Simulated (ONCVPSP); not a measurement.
## Before and after: ONCV potential for Si

ONCVPSP 4.0.1 input, shortened (lines: element, Z, core and valence counts, functional; n l f; lmax; l rc ep ncon nbas qcut; lloc lpopt rc5 dvloc0; l nproj debl; icmod fcfact rcfact), PBE, scalar-relativistic:

```
  Si 14.00    3    2        4      upf
    1    0    2.00
    2    0    2.00
    2    1    6.00
    3    0    1.75
    3    1    2.25
    2
    0    1.50    0.00    4    7    5.00
    1    1.75    0.00    4    7    3.80
    2    1.50    0.08    4    8    5.80
    2    5    1.50    0.00
    0    3    2.80
    1    2    1.00
    2    0    0.80
    2    0.55    0.65
```

All-electron outer shells of the reference configuration (PBE, scalar-relativistic, ld1.x):

```json
{"shell": "2s", "level (eV)": "-139.93", "outermost node (bohr)": "0.15", "outermost maximum (bohr)": "0.45"}
{"shell": "2p", "level (eV)": "-95.98", "outermost node (bohr)": "–", "outermost maximum (bohr)": "0.39"}
{"shell": "3s", "level (eV)": "-11.01", "outermost node (bohr)": "0.72", "outermost maximum (bohr)": "1.77"}
{"shell": "3p", "level (eV)": "-4.23", "outermost node (bohr)": "0.72", "outermost maximum (bohr)": "2.14"}
```

Change: p: rc 1.58.

Cutoffs: the cutoffs (Ha) at which the residual kinetic energy of the hardest occupied pseudo-wave falls to 1 and 0.1 mHa per electron; they do not see the model core or the augmentation charge, which bear on the density cutoff. Errors are all-electron minus pseudo energies relative to the spin-unpolarised reference configuration.

Task: What does the change do?

Result: The potential gets harder (7.7 Ha and 28 Ha → 7.7 Ha and 41 Ha); both files keep a bound ghost (s); of the 4 tests that both files solve, the error grows in 1 and shrinks in 0 by more than 15 % and 0.3 meV (median size 1.0 → 2.1 meV). A smaller radius makes the pseudo-wave follow the all-electron one further in, where it bends more sharply, so more plane waves are needed.

| quantity | base | changed |
| --- | --- | --- |
| cutoff, loose | 7.7 Ha | 7.7 Ha |
| cutoff, tight | 28 Ha | 41 Ha |
| loose cutoff by channel | s 7.7 Ha, p 3.1 Ha | s 7.7 Ha, p 3.3 Ha |
| bound ghosts | s | s |
| GHOST(+) flags under 300 eV | none | none |
| error for 3s2 3p2, meV [ΔE -1.69 eV] | +0.1 | +0.1 |
| error for 3s2 3p1, meV [ΔE 6.05 eV] | 0.0 | +0.2 |
| error for 3s2 3p0, meV [ΔE 22.04 eV] | +11 | +10 |
| error for 3s0 3p4, meV [ΔE 12.09 eV] | +2.0 | +4.0 |
| s: phases at 1.52 bohr within 0.05 rad from the reference energy up to (Ha; the scan ends near 5) | to the end of the scan | to the end of the scan |
| d: phases at 1.52 bohr within 0.05 rad from the reference energy up to (Ha; the scan ends near 5) | 3.9 | 3.9 |
| rms error of d²Exc/dni dnj with the model core, mHa | 1.21 | 1.18 |

Base: The cutoffs count occupied waves only; projector 2 of the s channel, the hardest unoccupied one, needs 66 Ha at the loose tolerance. Changed file: The cutoffs count occupied waves only; projector 2 of the s channel, the hardest unoccupied one, needs 66 Ha at the loose tolerance. A true bound ghost makes a file unfit for plane-wave use even where its test errors are small: the radial tests pick states by their node count and pass the ghost by.
